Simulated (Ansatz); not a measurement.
Reaction (ligand exchange at a B–S bond): `CSB(C)Br` + CH₃OH → `COB(C)Br` + CH₃SH

Program: Ansatz. Geometries: PBE0-D4/def2-TZVP. ΔE: electronic, gas phase. CBS: MP2 limit from def2 TZ/QZ plus the TZ coupled-cluster correction, frozen cores. This one scheme is used for every species. DFT in def2-TZVPP. B3LYP here is the variant with VWN-RPA as its local correlation; programs differ in this. For Br outer-core shells are correlated without core-valence functions, which leaves a few kJ/mol of doubt a bond. Scalar relativity is left out up to krypton. One conformer a species, not always the lowest.

| level | ΔE (kJ/mol) |
| --- | --- |
| B3LYP-D4 | -57.6 |
| CCSD/def2-TZVPP | -59.0 |
| CCSD(T)/def2-TZVPP | -55.2 |
| MP2/def2-QZVPP | -47.7 |

What does CCSD(T)/CBS give? (Best estimate.)

Computed: -52.3 kJ/mol. The listed levels differ from it by -5.3, -6.7, -2.9, 4.6 kJ/mol.

Largest T1 diagnostic among the species: 0.011.

The D4 term adds +5.7 kJ/mol with B3LYP and +3.0 kJ/mol with PBE0; it sums over pairs of atoms, weighted by their polarisabilities, and B3LYP, whose exchange is more repulsive, gets the larger term. In def2-TZVPP, CCSD(T) changes the Hartree–Fock value by +19.0 kJ/mol (the triples alone add +3.8 kJ/mol) and MP2 by +25.2 kJ/mol.
